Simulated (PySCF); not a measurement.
Species: C5H13BN2.
SMILES: `CCCB1NCCN1`

The closed-shell ground state was solved at several levels (PySCF, density fitting, gas phase, non-relativistic). Geometry: PBE0-D3(BJ)/def2-SVP, one conformer, isolated molecule.

| level | basis functions | total energy (Eh) | HOMO (eV) | LUMO (eV) | gap (eV) | dipole (D) |
| --- | --- | --- | --- | --- | --- | --- |
| PBE0/def2-SVPD | 264 | -332.1808 | -6.07 | 0.44 | 6.51 | 0.76 |
| PBE0/pcSseg-1 | 201 | -332.3527 | -5.98 | 1.32 | 7.30 | 0.94 |

(1) What might KT2/pcSseg-1 (201 basis functions) give for the same quantities?

(2) Over all these levels, which gives the widest orbital gap and which the narrowest?

(3) How far do the dipole and the HOMO energy spread over the levels?

## Answers

(1) Total energy -338.4849 Eh, HOMO -4.76 eV, LUMO 0.37 eV, gap 5.13 eV, dipole 0.93 D.

(2) PBE0/pcSseg-1 (global hybrid, 25 % exact exchange) has the widest, 7.30 eV, and KT2/pcSseg-1 (GGA) the narrowest, 5.13 eV. The two share the basis. From the narrowest to the widest the HOMO moves by -1.22 eV and the LUMO by +0.95 eV.

(3) The dipole runs from 0.76 to 0.94 D (mean 0.88 D) and the HOMO from -6.07 to -4.76 eV.
